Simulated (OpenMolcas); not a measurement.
## Mn2+: ligand-field states by method

Mn2+ with 5 ligands (fluoride) in trigonal bipyramidal coordination (D3h) at 2.06 Å, the axial distance 1.957 Å. A charge of +0.6 e stands 3.2 Å behind each ligand. Ligand basis ANO-RCC-VDZP.

| Property | Result |
| --- | --- |
| Program | OpenMolcas 26.06 |
| Basis | ANO-RCC-VDZP [5s4p2d1f] |
| Scalar Hamiltonian | DKH2, point nucleus |
| Active space | 5 electrons in 5 orbitals (3d) |
| State averaging | 2S+1 = 6 even, 1 root; 2S+1 = 4 even, 24 roots; 2S+1 = 2 even, 75 roots |
| Spin-orbit coupling | RASSI with atomic mean-field integrals over the reference wave functions |

I. CASSCF
II. SS-CASPT2, IPEA 0.25 Eh, imaginary shift 0.1 Eh (closed shells correlated: 3s 3p and the ligand valence shells)

Spin-free states (labels of D3, the rotations of D3h) in cm-1, each column counted from its own energy of the first state listed:

```tsv
State	Degeneracy	I	II
2S+1 = 6	1	0	0
4E	2	25583	21860
4E	2	29572	25170
2S+1 = 4	1	31104	27100
2S+1 = 4	1	31218	27160
4E	2	31222	26990
2S+1 = 4	1	31236	27510
2S+1 = 4	1	36003	29470
4E	2	36737	30770
4E	2	37705	32210
2S+1 = 4	1	38804	32940
2E	2	39049	33960
2E	2	39302	34460
2S+1 = 2	1	40671	35200
2S+1 = 2	1	40829	35240
4E	2	40901	35670
2E	2	41291	35650
2E	2	43541	38400
2E	2	43581	36360
2S+1 = 2	1	43780	38920
```

From I to II, I's first state of another spin (4E) moves from 25583 to 21860 cm-1, by about -3700 cm-1.

χT at 300 K: I 4.39, II 4.39 cm3 K/mol.

Roots that are degenerate in the reference are averaged as groups; the widest CASPT2 spread within a group is 65 cm-1 (the 2-fold group of multiplicity 2 near 65000 cm-1 above the lowest state of its run, II). Shifts and gaps below about the spread of the groups concerned are not significant. Over all roots computed the reference weight is 0.73 to 0.74 in II; a low but even weight reflects the number of correlated electrons. Ligand-to-metal charge-transfer states are missing. With no ligand orbital active B as a rule stays too high, so bands that hang on it stand too high and its fall with covalency is understated. Without dynamic correlation the repulsion within the d shell is too large (B by tens of per cent), so at a given field states of lower spin stand too high (holds for I). With metal d orbitals alone and no dynamic correlation the field as a rule comes out too small, by tens of per cent, by up to half for chloride and softer ligands (holds for I). Free-ion shares, where given, are those of the reference states; single-state CASPT2 does not remix them (holds for II). No measured value stands beside these numbers; the geometry is a model, was not optimised and need not be the one that this ion takes.
